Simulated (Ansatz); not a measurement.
`[SiH3]OC[SiH2]Cl` and `C=NCO[SiH3]` differ in one atom or group.

Ansatz, PBE0-D4/def2-TZVP geometries, multiplicity 1. Each molecule was computed in one conformer, which needn't be the lowest.

```
                                        property  `[SiH3]OC[SiH2]Cl`
           HOMO energy (ωB97M-V/def2-TZVPP) / eV              -10.70
             LUMO energy (B3LYP/def2-TZVPP) / eV               -0.51
              HOMO energy (PBE0/def2-TZVPP) / eV               -8.43
size of the dipole moment (B3LYP/def2-TZVPP) / D                1.24
             HOMO energy (B3LYP/def2-TZVPP) / eV               -8.21
           LUMO energy (ωB97M-V/def2-TZVPP) / eV                1.42
```

(1) Give the same properties after the change, and the shifts. (Best estimate.)

## Answers

(1) Computed: 
| property | `C=NCO[SiH3]` | shift |
| --- | --- | --- |
| HOMO energy (ωB97M-V/def2-TZVPP) / eV | -10.08 | 0.62 |
| LUMO energy (B3LYP/def2-TZVPP) / eV | -0.60 | -0.09 |
| HOMO energy (PBE0/def2-TZVPP) / eV | -7.69 | 0.74 |
| size of the dipole moment (B3LYP/def2-TZVPP) / D | 0.88 | -0.36 |
| HOMO energy (B3LYP/def2-TZVPP) / eV | -7.45 | 0.76 |
| LUMO energy (ωB97M-V/def2-TZVPP) / eV | 1.83 | 0.41 |

Dipoles are sizes alone; their direction can turn.

B3LYP here is the variant with VWN-RPA as its local correlation; programs differ in this.
